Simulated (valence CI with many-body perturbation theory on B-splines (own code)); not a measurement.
## Pb⁷⁵⁺ in brief

Calculated by relativistic CI+MBPT: five valence electrons over a frozen Dirac-Fock core [He], a basis of 9 s, 9 p, 8 d, 6 f, 3 g, 1 h functions for each j, with the one-electron correlation potential Σ1 (screened to all orders), the two-electron term Σ2, the three-electron term Σ3, Breit, model QED; selected single and double excitations, second order for the rest, scaled by the run's own slope (own B-spline code, finite nucleus).

No measured spectrum was set against this ion. As an estimate, large intervals hold to a few tenths of a per cent, small ones and those within an open d or f shell to about a per cent. Among the levels kept, up to 3500 cm⁻¹ of a level comes from second order outside the variational space, and about a tenth of that is noise between levels of different J, which matters for small intervals.

Levels are named by their leading jj configuration (3d3/2^4 stands for four electrons in 3d with j = 3/2), which in mixed levels can hold well under half, so a name can repeat and another be missing.

Rates and lifetimes use the calculated energies. Strong lines usually hold to 10 to 20 %, long lifetimes can be off by a factor of two.

(1) What is the ground level?

(2) What are the static dipole polarisabilities of the lowest levels?

(3) Where does the other parity begin?

(4) Among levels below 1036.5 Ry, which E1 lines absorb most strongly from the ground level?

(5) Name the longest-lived excited levels whose lifetime is computed, and their main decay.

Results:

(1) (2s^2 2p1/2^2 2p3/2) J=3/2, composition 49 % 2s2 2p3 2P° + 27 % 2s2 2p3 2D° + 23 % 2s2 2p3 4S°, g = 1.299.

(2) (2s^2 2p1/2^2 2p3/2) J=3/2 3.69e-05 (tensor 6.8e-06) bohr³, of which the core gives 1.32e-07.

(3) At (2s 2p1/2^2 2p3/2^2) J=5/2, 195.7 Ry.

(4) to (2s^2 2p1/2^2 3d5/2) J=5/2 at 0.1042 nm, f = 0.548; to (2s^2 2p1/2 2p3/2 3d3/2) J=5/2 at 0.08836 nm, f = 0.497; to (2s^2 2p1/2 2p3/2 3d3/2) J=3/2 at 0.08833 nm, f = 0.297.

(5) (2s^2 2p1/2 2p3/2^2) J=5/2 at 167.3 Ry lives 55.3 ps, mostly by M1 to (2s^2 2p1/2^2 2p3/2) J=3/2; (2s^2 2p1/2 2p3/2^2) J=1/2 at 171.9 Ry lives 17.7 ps, mostly by M1 to (2s^2 2p1/2^2 2p3/2) J=3/2; (2s^2 2p1/2 2p3/2^2) J=3/2 at 165.6 Ry lives 9.64 ps, mostly by M1 to (2s^2 2p1/2^2 2p3/2) J=3/2.
